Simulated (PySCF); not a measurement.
## From a raw peak list to a structure

Formula C$_{7}$H$_{4}$. The spectrum was simulated from the full spin Hamiltonian at 500 MHz with 1.0 Hz Lorentzian lines, from shifts rounded to 0.01 ppm and J to 0.1 Hz, couplings under 1 Hz left out.

Maxima in Hz from TMS (height), grouped by integral:
1H: 2180.6 (9), 2176.8 (25), 2173.2 (25), 2169.5 (9)
3H: 866.9 (100), 863.2 (99)

13C{1H} NMR (computed): δ 81.9, 77.4, 16.3.

[PySCF 2.14.0 with density-fitted response routines: shielding tensors at PBE0/pcSseg-1 (GIAO); coordinates at the GFN2-xTB level; couplings computed with B3LYP/pcJ-1 (without the spin–dipole term); one averaged value for each set of equivalent atoms; non-relativistic; a single conformation; isolated molecule]

Chemical shifts δ = σref − σ; 1H, 13C vs TMS, all at this level.

Q: Analyse the multiplets.

A: 1H NMR (500 MHz, computed): δ 4.35 (q, J = 3.7 Hz, 1H), 1.73 (d, J = 3.7 Hz, 3H). These are first-order names from the parameters used; overlap and second-order distortion can hide them in the list.

Q: What is the compound?

A: `C#CC(C#C)C#C`.

Numbering as in the mapped SMILES `[CH:1]#[C:2][CH:3]([C:4]#[CH:5])[C:6]#[CH:7]` (H(Xn): hydrogen on atom n).

- δ 4.35: H(C3), hydrogen on a propargylic sp3 CH, coupled to H(C1)/H(C5)/H(C7) (3.7 Hz).
- δ 1.73: H(C1)/H(C5)/H(C7), hydrogen on a terminal alkyne carbon, coupled to H(C3) (3.7 Hz).

The shifts were computed for this structure.

Multiplet labels drop couplings under 1 Hz and merge nearly equal ones. Shifts are as computed. Against solution values, carbons near 30 ppm lie about +3 ppm off and those near 130 ppm about +5 ppm. Of 1211 compounds with measured shifts, 218 miss one by over three times the rms of a fit or turn the order of signals round; such compounds aren't used in these exercises.
